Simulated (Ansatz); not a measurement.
F6GaP, SMILES `F[P+](F)(F)[Ga-]([F])([F])[F]`. The species carries charge 0 and has multiplicity 1.

Cartesian coordinates in Å:
```
F 0.8434 -2.0833 0.2232
P 0.3556 -0.8602 -0.5756
F -0.6476 -1.5212 -1.5393
F 1.5537 -0.6273 -1.5150
Ga -0.4762 1.1518 0.7705
F 1.0161 1.4614 1.6204
F -0.8852 2.1587 -0.5947
F -1.7597 0.3201 1.6106
```

What are the harmonic wavenumbers in cm⁻¹ at PBE0-D4/def2-TZVP (Ansatz, finite differences of forces, unscaled)? (Best estimate.)

The calculation gave: 20, 43, 43, 129, 139, 139, 186, 186, 205, 356, 356, 506, 642, 717, 717, 947, 966, 966.

Is this a minimum?

Yes, all 18 modes are real.

Give the ideal-gas thermochemistry at 298.15 K and 1 bar (rigid rotor, harmonic oscillator; point group C3v, symmetry number 3).

Zero-point energy 43.4 kJ/mol; H(298) − E = 73.7 kJ/mol; entropy 444.4 J/(mol·K), of which translation 175.8, rotation 116.7, vibration 151.9; G(298) − E = -58.8 kJ/mol. Modes under 100 cm⁻¹ are hindered rotations or soft bends, so the harmonic entropy is rough.

And at 400, 500, 600, 800 and 1000 K?


| T (K) | H − E (kJ/mol) | S (J/mol/K) | G − E (kJ/mol) |
| --- | --- | --- | --- |
| 400 | 88.6 | 487.4 | -106.4 |
| 500 | 104.3 | 522.4 | -156.9 |
| 600 | 120.7 | 552.3 | -210.7 |
| 800 | 154.8 | 601.3 | -326.2 |
| 1000 | 189.8 | 640.3 | -450.5 |
